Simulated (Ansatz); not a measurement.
Molecule: sum formula TaOBr, charge 0, multiplicity 3. The spin state was set by rule; other spins were not relaxed. 
Coordinates optimised at B3LYP-D3(BJ)/def2-TZVP (Ansatz, a first-principles code):
```xyz
3

Ta     0.6597    -0.2462     0.0118
O      1.3641     0.0423    -1.5219
Br    -1.6877     0.5039     0.3233
```
Charge 0, spin multiplicity 3.

Basis-set convergence of Hartree-Fock and CCSD correlation energies (hartree) with Ansatz. Valence correlation only, unless marked. UHF or UKS for open shells. Spin-orbit coupling is left out. Frozen are the shells of the preceding noble gas and the d and f shells that filled before the atom's block. In def2 rows, elements after Kr have scalar-relativistic effective core potentials.

| basis | functions | E(HF) | E(corr, CCSD) |
|---|---|---|---|
| def2-SVPD | 99 | -2703.35788 | -0.43510 |
| def2-TZVPPD | 156 | ___ | ___ |

Question: What belongs in the gaps?

Answer: 
- def2-TZVPPD, E(HF): -2703.78233
- def2-TZVPPD, E(corr, CCSD): -0.52822
